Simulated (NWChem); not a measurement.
KF; SMILES [F][K]

```xyz
2

K      0.0000     0.0000    -0.7269
F      0.0000     0.0000     1.4490
```
Atoms are numbered in this order, from 1.

All runs: NWChem. The geometry was optimised at B3LYP/6-31G* (spherical d). B3LYP is NWChem's, with the RPA form of VWN correlation. Static field.

Problem. Order these by “isotropic polarisability (bohr³)”, lowest first: PBE/def2-SVPD; B3LYP/def2-SVPD; CAM-B3LYP/def2-SVPD; Hartree-Fock/def2-SVPD.

Solution. Hartree-Fock/def2-SVPD (12.2), CAM-B3LYP/def2-SVPD (15.8), B3LYP/def2-SVPD (17.0), PBE/def2-SVPD (20.6)
